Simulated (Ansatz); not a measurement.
Isolated molecules relaxed with PBE0-D4/def2-TZVP in Ansatz; ΔE leaves out vibrations. CBS: MP2 limit from def2 TZ/QZ plus the TZ coupled-cluster correction, frozen cores. One conformer a species, not always the lowest.

Consider the substitution at a C–C bond: `CCCC(C)(C)C` + `OB([SiH3])Cl` → `COB([SiH3])Cl` + `CCC(C)(C)C`.

`CCCC(C)(C)C`:

Z-matrix (Å, degrees):
```
C
C 1 1.520
H 1 1.094 2 111.1
H 1 1.092 2 111.6 3 120.2
H 1 1.094 2 111.1 3 -119.5
C 2 1.520 1 112.0 3 59.8
H 2 1.095 1 109.2 3 -178.1
H 2 1.095 1 109.2 3 -62.3
C 6 1.535 2 117.1 1 179.9
H 6 1.098 2 108.6 1 57.2
H 6 1.098 2 108.6 1 -57.4
C 9 1.527 6 107.9 2 180.0
C 9 1.527 6 110.8 2 60.9
C 9 1.527 6 110.8 2 -60.9
H 12 1.094 9 111.0 6 60.0
H 12 1.094 9 111.0 6 -60.0
H 12 1.094 9 111.0 6 -180.0
H 13 1.092 9 111.8 6 -64.8
H 13 1.094 9 110.6 6 175.5
H 13 1.094 9 111.0 6 55.9
H 14 1.094 9 110.6 6 -175.4
H 14 1.094 9 111.0 6 -55.9
H 14 1.092 9 111.8 6 64.8
```

`OB([SiH3])Cl`:

```xyz
8

O    -1.619    0.106    0.892
B    -0.625   -0.464    0.192
Si    1.019    0.574   -0.366
Cl   -0.757   -2.179   -0.260
H    -2.347   -0.493    1.096
H     0.971    1.986    0.096
H     1.132    0.552   -1.850
H     2.229   -0.082    0.199
```

`COB([SiH3])Cl`:

Z-matrix (Å, degrees):
```
C
O 1 1.419
H 1 1.090 2 108.1
H 1 1.091 2 108.2 3 -118.0
H 1 1.090 2 111.7 3 121.0
B 2 1.335 1 126.9 3 -123.8
Cl 6 1.782 2 121.4 1 0.0
Si 6 2.023 2 120.6 1 -180.0
H 8 1.489 6 109.6 2 -120.5
H 8 1.489 6 109.6 2 121.4
H 8 1.487 6 112.1 2 0.4
```

`CCC(C)(C)C`:

Cartesian coordinates in Å:
```
C 1.129 0.911 1.595
C 1.066 0.538 0.123
C -0.208 -0.180 -0.346
C -1.437 0.697 -0.120
C -0.384 -1.505 0.392
C -0.068 -0.460 -1.840
H 1.068 0.032 2.241
H 2.072 1.414 1.821
H 0.323 1.591 1.878
H 1.184 1.446 -0.482
H 1.923 -0.100 -0.122
H -1.612 0.884 0.942
H -1.328 1.664 -0.620
H -2.333 0.214 -0.520
H -0.542 -1.355 1.462
H 0.494 -2.145 0.265
H -1.251 -2.048 0.005
H 0.802 -1.092 -2.041
H -0.953 -0.973 -2.228
H 0.056 0.469 -2.404
```

| species | HF/def2-TZVPP energy (Eh) |
| --- | --- |
| `CCCC(C)(C)C` | -274.50103 |
| `OB([SiH3])Cl` | -850.46204 |
| `COB([SiH3])Cl` | -889.49363 |
| `CCC(C)(C)C` | -235.45274 |

(1) Work out ΔE.

Largest T1 diagnostic among the species: 0.013.

## Answers

(1) ΔE = (-889.49363) + (-235.45274) − (-274.50103) − (-850.46204) = 0.01670 Eh = +43.8 kJ/mol. CCSD(T)/CBS gives +51.4 kJ/mol.

In def2-TZVPP, CCSD(T) changes the Hartree–Fock value by +6.5 kJ/mol (the triples alone add −0.3 kJ/mol) and MP2 by +10.6 kJ/mol. From PBE to PBE0 (25 % exact exchange), in def2-TZVPP and without D4, ΔE moves by +3.1 kJ/mol.
